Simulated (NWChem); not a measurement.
Species: C2H9NSi; SMILES C[SiH](N)C

```xyz
13

Si    -0.0534    -0.0166     0.3606
C     -0.2071     1.7694    -0.2268
C      1.6054    -0.7065    -0.1845
N     -1.2946    -1.0968    -0.2065
H     -0.1627    -0.0155     1.8554
H     -0.1323     1.8379    -1.3245
H     -1.1735     2.2066     0.0712
H      0.5907     2.3968     0.2038
H      1.7462    -1.7316     0.1901
H      1.6793    -0.7336    -1.2842
H      2.4351    -0.0846     0.1868
H     -1.3254    -1.3443    -1.1899
H     -2.2368    -0.9999     0.1562
```
Atoms are numbered in this order, from 1.

Computed with NWChem. All runs use the structure optimised with PBE0/def2-SVP. B3LYP is NWChem's, with the RPA form of VWN correlation. Total energies of different functionals are on different scales.

```csv
level,energy (Ha),highest occupied level (eV),orbital gap (eV),dipole (D)
PBE/def2-TZVP,-425.6442,-5.67,5.74,1.22
B3LYP/def2-TZVP,-426.0184,-6.85,7.40,1.22
PW6B95/def2-TZVP,-426.4136,-7.20,8.01,1.22
Hartree-Fock/def2-TZVP,-424.4728,…,…,1.25
PBE0/def2-TZVP,-425.6973,-7.08,7.96,1.23
TPSSh/def2-TZVP,-426.0165,-6.32,6.93,1.21
```

Task: Some entries are withheld; supply them.

Result: 
- Hartree-Fock/def2-TZVP, highest occupied level (eV): -10.53
- Hartree-Fock/def2-TZVP, orbital gap (eV): 13.94
